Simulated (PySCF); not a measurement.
## Spinor energies of Eu⁵⁴⁺ (europium, charge +54)

Start: [He] 2s2 2p5; 2p1/2 filled at m_j = +1/2; 2p3/2 filled at m_j = -3/2, -1/2, +1/2, +3/2. Calculated with PySCF 2.14 in an uncontracted even-tempered set (17 s from 34 bohr⁻², ratio 2.4; 13 p from 45 bohr⁻², ratio 2.4; 5 d from 160 bohr⁻², ratio 2.6; 4 f from 240 bohr⁻², ratio 2.6): generalised Hartree-Fock with the X2C-1e Hamiltonian and a Gaussian nucleus; one run each with spin-orbit coupling (SO) screened by Boettger's factors, then bare. This is a chosen level, not necessarily the ground level.

| spinor shell | electrons | ε, screened SO (eV) | ε, bare SO (eV) | weight of nominal j (bare SO) | rms radius, bare SO (bohr) |
| --- | --- | --- | --- | --- | --- |
| 1s1/2 | 2 | -53261.9 | -53262.2 | 1.000 | 0.0254 |
| 2s1/2 | 2 | -12200.3 | -12200.4 | 1.000 | 0.100 |
| 2p1/2 | 1 | -11883.1 | -11901.3 | 1.000 | 0.0853 |
| 2p3/2 | 4 | -11180.0 | -11173.8 | 1.000 | 0.0913 |

```json
{"quantity": "E (hartree)", "screened SO": "-7346.48268", "bare SO": "-7346.21260"}
{"quantity": "M_J", "screened SO": "1/2", "bare SO": "1/2"}
{"quantity": "⟨J²⟩", "screened SO": "0.750", "bare SO": "0.750"}
{"quantity": "⟨L²⟩", "screened SO": "2.008", "bare SO": "2.009"}
{"quantity": "⟨S²⟩", "screened SO": "0.758", "bare SO": "0.759"}
```

Each row is a mean over spinors that exchange with the open shell spreads, by up to 17.775 eV (2p3/2).

Breit and QED terms are absent; they matter most for the inner s and p1/2 levels.

Densities and radii are taken from the X2C orbitals without a picture-change correction, which distorts them close to the nucleus.
